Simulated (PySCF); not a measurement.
**Dipole response of Fe⁺ (iron, charge +1)**

[Ar] 3d5 4s2, high-spin 6S determinant (an excited configuration). All numbers are calculated (PySCF 2.14, the non-relativistic Hamiltonian (point nucleus), in aug-cc-pVTZ with one added diffuse shell each of s, p, d, f, g type (9s8p6d4f3g, 118 functions)). Coupled (time-dependent) response in atomic units; α is the mean over directions.

```tsv
method	mean α (bohr³)	C₆ (like pair)	S(−4)
PW91	31.44	202.2	529.3
```

S(−4) is the Cauchy moment in α(ω) = α(0) + S(−4) ω² + …

α(iu) at PW91:

```json
{"u (hartree)": "0", "α(iu) (bohr³)": "31.44"}
{"u (hartree)": "0.0500", "α(iu) (bohr³)": "30.19"}
{"u (hartree)": "0.100", "α(iu) (bohr³)": "27.05"}
{"u (hartree)": "0.200", "α(iu) (bohr³)": "19.53"}
{"u (hartree)": "0.300", "α(iu) (bohr³)": "13.76"}
{"u (hartree)": "0.500", "α(iu) (bohr³)": "7.661"}
{"u (hartree)": "0.750", "α(iu) (bohr³)": "4.575"}
{"u (hartree)": "1.00", "α(iu) (bohr³)": "3.173"}
{"u (hartree)": "1.50", "α(iu) (bohr³)": "1.910"}
{"u (hartree)": "2.00", "α(iu) (bohr³)": "1.331"}
{"u (hartree)": "3.00", "α(iu) (bohr³)": "0.7805"}
{"u (hartree)": "5.00", "α(iu) (bohr³)": "0.3729"}
```

A single London oscillator, α(iu) = α/(1 + u²/ω²), gives C₆ = (3/4) ω α². Matching the computed C₆ needs ω = 4 × 202.2 / (3 × 31.44²) = 0.273 hartree.

For an ion, C₆ is the dispersion term alone; charge-induced terms of lower order in 1/R come first.
